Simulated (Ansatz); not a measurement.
Coupled-cluster run, CH6MgOSi (`[CH3][Mg][O][SiH3]`).

```yaml
crystal:
  periodic: [false, false, false]
  atoms:
    - {symbol: C, position_ang: [-0.546756, 2.432273, -1.324808]}
    - {symbol: Mg, position_ang: [-0.141126, 0.649674, -0.356202]}
    - {symbol: O, position_ang: [0.213320, -0.900310, 0.486157]}
    - {symbol: Si, position_ang: [0.527887, -2.286910, 1.240940]}
    - {symbol: H, position_ang: [0.037584, 2.530988, -2.244279]}
    - {symbol: H, position_ang: [-0.310632, 3.294198, -0.693970]}
    - {symbol: H, position_ang: [-1.602849, 2.508504, -1.599542]}
    - {symbol: H, position_ang: [1.988882, -2.448803, 1.505355]}
    - {symbol: H, position_ang: [-0.173391, -2.367006, 2.557190]}
    - {symbol: H, position_ang: [0.090182, -3.463810, 0.432258]}
basis:
  gaussian: {orbitals: def2-SVP}
correlation: {method: ccsd_t}
```

```sh
$ ansatz run in.yaml --threads 2 --pin off --events-out ev --progress --plain
```

The program prints (abridged):

```
Functional definition: HF
900 factors; integrals over basis functions are off by at most 1.1e-3 eV
mean field evaluation 1: about -16447.6702 eV, gradient 4.4e1 eV
mean field evaluation 2: about -16447.6877 eV, gradient 4.4e1 eV
mean field evaluation 4: about -16451.8741 eV, gradient 3.4e0 eV
mean field evaluation 8: about -16451.9172 eV, gradient 3.2e-4 eV
mean field -16451.91721858 eV, -604.5968062727 hartree, gradient 7.8e-7 eV, S^2 0.000000; 0 other end points of the search recorded, 0 dependent functions left out
8 core orbitals not correlated: weight in the atoms' cores, before any rotation towards them, 1.000 or more for the frozen orbitals, at most 0.000 for the correlated occupied ones
reference -16451.91721858 eV, -604.5968062727 hartree; 15, 15 occupied and 71, 71 virtual orbitals, 900 factors
second order -12.90418418 eV of doubles, -0.00000000 eV of singles
cycle   1  -13.55291876 eV  change   -6.5e-1 eV  update   9.4e-2
cycle   2  -13.94231637 eV  change   -3.9e-1 eV  update   2.9e-2
cycle   3  -14.05195805 eV  change   -1.1e-1 eV  update   1.6e-2
cycle   4  -14.04964054 eV  change    2.3e-3 eV  update   3.8e-3
cycle   5  -14.04864715 eV  change    9.9e-4 eV  update   1.6e-3
cycle   6  -14.04874107 eV  change   -9.4e-5 eV  update   4.9e-4
cycle   7  -14.04853902 eV  change    2.0e-4 eV  update   1.9e-4
cycle   8  -14.04852353 eV  change    1.5e-5 eV  update   5.4e-5
cycle   9  -14.04853340 eV  change   -9.9e-6 eV  update   2.1e-5
perturbative correction -0.32674768 eV, -0.0120077559 hartree
Total energy: -16466.29249966 eV, -605.1250881086 hartree
```

It took 4.8 s on 2 threads of a server CPU on a shared host, with 0.38 GiB of host memory at the peak.

Correlation energy per correlated electron: -0.479 eV. T1 diagnostic: 0.0112.
